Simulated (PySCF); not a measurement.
Cl$_{3}$Sb, singlet, at a GFN2-xTB geometry (core potentials on Sb), with bond 2-1 at 1.3 times its length; SVWN5/def2-SV(P) in PySCF.

PySCF was given this input:
```python
from pyscf import gto, scf, dft

mol = gto.M(
    atom='''
Sb    0.004843   -0.000785    0.619287
Cl   -2.289709   -1.255027   -0.974605
Cl    0.035972    2.004188   -0.617068
Cl    1.709696   -1.036248   -0.634009
''',
    basis='def2-sv(p)',
    ecp={'Sb': 'def2-sv(p)'},
    charge=0,
    spin=0,
    verbose=4,
)

mf = dft.RKS(mol)
mf.xc = 'lda,vwn'
mf.level_shift = 1.0
mf.max_cycle = 100
mf.kernel()
```

The log (banner, timings and long lists left out):

```
PySCF version 2.14.0

[INPUT] verbose = 4
[INPUT] num. atoms = 4
[INPUT] num. electrons = 74
[INPUT] charge = 0
[INPUT] spin (= nelec alpha-beta = 2S) = 0
[INPUT] symmetry False subgroup None
[INPUT] Mole.unit = angstrom
[INPUT] Symbol           X                Y                Z      unit          X                Y                Z       unit  Magmom
[...]
nuclear repulsion = 363.379245205999
number of shells = 34
number of NR pGTOs = 169
number of NR cGTOs = 80
basis = def2-sv(p)
ecp = {'Sb': 'def2-sv(p)'}

******** <class 'pyscf.dft.rks.RKS'> ********
method = RKS
initial guess = minao
damping factor = 0
level_shift factor = 1.0
DIIS = <class 'pyscf.scf.diis.CDIIS'>
diis_start_cycle = 1
diis_space = 8
diis_damp = 0
SCF conv_tol = 1e-09
SCF conv_tol_grad = None
SCF max_cycles = 100
direct_scf = True
direct_scf_tol = 1e-13
XC library pyscf.dft.libxc version 7.1.2
    S. Lehtola, C. Steigemann, M. J. T. Oliveira, and M. A. L. Marques,  SoftwareX 7, 1–5 (2018)
XC functionals = lda,vwn
    P. A. M. Dirac,  Math. Proc. Cambridge Philos. Soc. 26, 376 (1930)
    F. Bloch,  Z. Phys. 57, 545 (1929)
    S. H. Vosko, L. Wilk, and M. Nusair,  Can. J. Phys. 58, 1200 (1980)
radial grids:
    Treutler-Ahlrichs [JCP 102, 346 (1995); DOI:10.1063/1.469408] (M4) radial grids

becke partition: Becke, JCP 88, 2547 (1988); DOI:10.1063/1.454033
pruning grids: <function nwchem_prune>
grids dens level: 3
symmetrized grids: False
atomic radii adjust function: <function treutler_atomic_radii_adjust>
small_rho_cutoff = 0
Set gradient conv threshold to 3.16228e-05
Initial guess from minao.
tot grids = 78600
init E= -1590.7484560271
[...]
cycle= 1 E= -1615.40793327824  delta_E= -24.7  |g|= 1.32  |ddm|= 9.09
[...]
cycle= 2 E= -1615.66002329612  delta_E= -0.252  |g|= 0.258  |ddm|= 1.23
[...]
cycle= 3 E= -1615.67073438919  delta_E= -0.0107  |g|= 0.0857  |ddm|= 0.263
[...]
cycle= 4 E= -1615.67380648808  delta_E= -0.00307  |g|= 0.0475  |ddm|= 0.131
[...]
cycle= 5 E= -1615.67497020133  delta_E= -0.00116  |g|= 0.0323  |ddm|= 0.082
[...]
cycle= 6 E= -1615.67555791416  delta_E= -0.000588  |g|= 0.0224  |ddm|= 0.0554
[...]
cycle= 7 E= -1615.67581720927  delta_E= -0.000259  |g|= 0.0172  |ddm|= 0.0396
[...]
cycle= 8 E= -1615.67596039186  delta_E= -0.000143  |g|= 0.0138  |ddm|= 0.027
[...]
cycle= 9 E= -1615.67604146751  delta_E= -8.11e-05  |g|= 0.0116  |ddm|= 0.0192
[...]
cycle= 10 E= -1615.6760963324  delta_E= -5.49e-05  |g|= 0.0095  |ddm|= 0.014
[...]
cycle= 11 E= -1615.67612508019  delta_E= -2.87e-05  |g|= 0.00871  |ddm|= 0.0105
[...]
cycle= 12 E= -1615.67614619896  delta_E= -2.11e-05  |g|= 0.00784  |ddm|= 0.00788
[...]
cycle= 13 E= -1615.67616183672  delta_E= -1.56e-05  |g|= 0.007  |ddm|= 0.00597
[...]
cycle= 14 E= -1615.67617298832  delta_E= -1.12e-05  |g|= 0.00629  |ddm|= 0.00477
[...]
cycle= 15 E= -1615.67618141668  delta_E= -8.43e-06  |g|= 0.00568  |ddm|= 0.00385
[...]
cycle= 16 E= -1615.67618824659  delta_E= -6.83e-06  |g|= 0.00505  |ddm|= 0.00315
[...]
cycle= 17 E= -1615.6761928167  delta_E= -4.57e-06  |g|= 0.00464  |ddm|= 0.00254
[...]
cycle= 18 E= -1615.67619634455  delta_E= -3.53e-06  |g|= 0.00428  |ddm|= 0.00212
[...]
cycle= 19 E= -1615.67619921962  delta_E= -2.88e-06  |g|= 0.00392  |ddm|= 0.00179
[...]
cycle= 20 E= -1615.67620162717  delta_E= -2.41e-06  |g|= 0.00356  |ddm|= 0.00154
[...]
cycle= 21 E= -1615.67620365895  delta_E= -2.03e-06  |g|= 0.00321  |ddm|= 0.00138
[...]
cycle= 22 E= -1615.67620537087  delta_E= -1.71e-06  |g|= 0.00287  |ddm|= 0.00124
[...]
cycle= 23 E= -1615.67620660018  delta_E= -1.23e-06  |g|= 0.00261  |ddm|= 0.00104
[...]
cycle= 24 E= -1615.6762075778  delta_E= -9.78e-07  |g|= 0.00239  |ddm|= 0.000926
[...]
cycle= 25 E= -1615.6762083993  delta_E= -8.21e-07  |g|= 0.00218  |ddm|= 0.000817
[...]
cycle= 26 E= -1615.67620905992  delta_E= -6.61e-07  |g|= 0.00199  |ddm|= 0.000726
[...]
cycle= 27 E= -1615.6762095729  delta_E= -5.13e-07  |g|= 0.00182  |ddm|= 0.000626
[...]
[...]
[...]
cycle= 30 E= -1615.67621068268  delta_E= -3.01e-07  |g|= 0.00138  |ddm|= 0.000464
[...]
cycle= 31 E= -1615.67621093891  delta_E= -2.56e-07  |g|= 0.00125  |ddm|= 0.000422
[...]
cycle= 32 E= -1615.67621115153  delta_E= -2.13e-07  |g|= 0.00114  |ddm|= 0.000381
[...]
cycle= 33 E= -1615.67621131925  delta_E= -1.68e-07  |g|= 0.00103  |ddm|= 0.000338
[...]
cycle= 34 E= -1615.67621145635  delta_E= -1.37e-07  |g|= 0.000944  |ddm|= 0.000302
[...]
cycle= 35 E= -1615.6762115689  delta_E= -1.13e-07  |g|= 0.000862  |ddm|= 0.000271
[...]
cycle= 36 E= -1615.67621166181  delta_E= -9.29e-08  |g|= 0.000786  |ddm|= 0.000244
[...]
cycle= 37 E= -1615.67621173801  delta_E= -7.62e-08  |g|= 0.000718  |ddm|= 0.00022
[...]
cycle= 38 E= -1615.67621180203  delta_E= -6.4e-08  |g|= 0.000655  |ddm|= 0.000199
[...]
cycle= 39 E= -1615.67621185504  delta_E= -5.3e-08  |g|= 0.000598  |ddm|= 0.000181
[...]
cycle= 40 E= -1615.67621189908  delta_E= -4.4e-08  |g|= 0.000546  |ddm|= 0.000165
[...]
cycle= 41 E= -1615.67621193555  delta_E= -3.65e-08  |g|= 0.000498  |ddm|= 0.000148
[...]
cycle= 42 E= -1615.67621196605  delta_E= -3.05e-08  |g|= 0.000453  |ddm|= 0.000135
[...]
cycle= 43 E= -1615.67621199132  delta_E= -2.53e-08  |g|= 0.000413  |ddm|= 0.000122
[...]
cycle= 44 E= -1615.67621201222  delta_E= -2.09e-08  |g|= 0.000376  |ddm|= 0.000111
[...]
cycle= 45 E= -1615.67621202956  delta_E= -1.73e-08  |g|= 0.000343  |ddm|= 0.000102
[...]
cycle= 46 E= -1615.67621204383  delta_E= -1.43e-08  |g|= 0.000313  |ddm|= 9.1e-05
[...]
cycle= 47 E= -1615.67621205561  delta_E= -1.18e-08  |g|= 0.000285  |ddm|= 8.24e-05
[...]
cycle= 48 E= -1615.67621206546  delta_E= -9.85e-09  |g|= 0.00026  |ddm|= 7.48e-05
[...]
cycle= 49 E= -1615.67621207363  delta_E= -8.17e-09  |g|= 0.000237  |ddm|= 6.79e-05
[...]
cycle= 50 E= -1615.67621208035  delta_E= -6.71e-09  |g|= 0.000216  |ddm|= 6.17e-05
[...]
cycle= 51 E= -1615.67621208593  delta_E= -5.58e-09  |g|= 0.000197  |ddm|= 5.61e-05
[...]
cycle= 52 E= -1615.67621209055  delta_E= -4.63e-09  |g|= 0.00018  |ddm|= 5.1e-05
[...]
cycle= 53 E= -1615.67621209441  delta_E= -3.86e-09  |g|= 0.000164  |ddm|= 4.62e-05
[...]
cycle= 54 E= -1615.67621209763  delta_E= -3.22e-09  |g|= 0.00015  |ddm|= 4.21e-05
[...]
cycle= 55 E= -1615.67621210032  delta_E= -2.69e-09  |g|= 0.000137  |ddm|= 3.84e-05
[...]
cycle= 56 E= -1615.67621210254  delta_E= -2.22e-09  |g|= 0.000125  |ddm|= 3.49e-05
[...]
cycle= 57 E= -1615.6762121044  delta_E= -1.86e-09  |g|= 0.000114  |ddm|= 3.19e-05
[...]
cycle= 58 E= -1615.67621210595  delta_E= -1.55e-09  |g|= 0.000104  |ddm|= 2.91e-05
[...]
cycle= 59 E= -1615.67621210723  delta_E= -1.28e-09  |g|= 9.5e-05  |ddm|= 2.65e-05
[...]
cycle= 60 E= -1615.67621210831  delta_E= -1.08e-09  |g|= 8.68e-05  |ddm|= 2.41e-05
[...]
cycle= 61 E= -1615.6762121092  delta_E= -8.92e-10  |g|= 7.92e-05  |ddm|= 2.21e-05
[...]
cycle= 62 E= -1615.67621210995  delta_E= -7.49e-10  |g|= 7.24e-05  |ddm|= 2.01e-05
[...]
cycle= 63 E= -1615.67621211057  delta_E= -6.16e-10  |g|= 6.61e-05  |ddm|= 1.83e-05
[...]
cycle= 64 E= -1615.67621211109  delta_E= -5.21e-10  |g|= 6.04e-05  |ddm|= 1.68e-05
[...]
cycle= 65 E= -1615.67621211152  delta_E= -4.35e-10  |g|= 5.51e-05  |ddm|= 1.54e-05
[...]
cycle= 66 E= -1615.67621211188  delta_E= -3.57e-10  |g|= 5.04e-05  |ddm|= 1.4e-05
[...]
cycle= 67 E= -1615.67621211219  delta_E= -3.06e-10  |g|= 4.6e-05  |ddm|= 1.28e-05
[...]
cycle= 68 E= -1615.67621211244  delta_E= -2.59e-10  |g|= 4.2e-05  |ddm|= 1.17e-05
[...]
cycle= 69 E= -1615.67621211265  delta_E= -2.01e-10  |g|= 3.84e-05  |ddm|= 1.07e-05
[...]
cycle= 70 E= -1615.67621211282  delta_E= -1.78e-10  |g|= 3.51e-05  |ddm|= 9.87e-06
[...]
cycle= 71 E= -1615.67621211298  delta_E= -1.53e-10  |g|= 3.21e-05  |ddm|= 9.04e-06
[...]
cycle= 72 E= -1615.6762121131  delta_E= -1.27e-10  |g|= 2.93e-05  |ddm|= 8.28e-06
[...]
Extra cycle  E= -1615.67621210471  delta_E= 8.4e-09  |g|= 0.000137  |ddm|= 0.000312
converged SCF energy = -1615.67621210471
```
